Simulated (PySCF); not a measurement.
## Molecular orbitals of ZnO⁻

PBE0 at R = 1.766 Å; basis Zn aug-cc-pVDZ-PP with ECP10, O aug-cc-pVDZ; scalar-relativistic core potentials; PySCF 2.14. State: ²Σ⁺ (doublet), unpaired electrons σ ↑. Only the outer orbitals are listed, counted within each symmetry, core potentials removing the inner ones.

```tsv
spin	orbital	occ.	ε (eV)	on Zn (%)	main shells (%)
α	6σ	1	-3.18	40	60 O p, 33 Zn s
α	3π	1	-1.01	9	91 O p
α	3π	1	-1.01	9	91 O p
α	7σ	1	-0.32	82	55 Zn s, 25 Zn p, 18 O p
α	4π	0	3.24	104	103 Zn p
α	4π	0	3.24	104	103 Zn p
α	8σ	0	3.27	98	74 Zn p, 24 Zn s
β	6σ	1	-1.78	55	53 Zn s, 45 O p
β	3π	1	-0.69	10	90 O p
β	3π	1	-0.69	10	90 O p
β	7σ	0	2.44	72	46 Zn s, 24 Zn p, 23 O p
β	4π	0	3.47	103	103 Zn p
β	4π	0	3.47	103	103 Zn p
```

Q: Which are the highest filled and the lowest empty level, where do they sit, and how wide is the gap?

A: Highest filled α 7σ at -0.32 eV (in %: 55 Zn s, 25 Zn p, 18 O p); lowest empty β 7σ at 2.44 eV (in %: 46 Zn s, 24 Zn p, 23 O p); the gap at PBE0 is 2.76 eV. An empty level above zero is unbound, and its energy depends on the basis.

```json
{
 "bond order (Mayer)": "1.31",
 "⟨S²⟩": "0.762",
 "charge on Zn (Mulliken, basis-dependent)": "-0.05",
 "charge on Zn (Löwdin, basis-dependent)": "-0.05",
 "dipole moment (positive dipole points towards O; it is taken about the centre of mass and depends on that origin)": "-3.35 D",
 "polarisability along the bond": "106.8 bohr³",
 "polarisability across the bond": "84.2 bohr³"
}
```

Shares are Mulliken populations and can fall outside 0 to 100 %.

The state is the lowest determinant that a PBE0 search found; another state may lie lower at other levels.
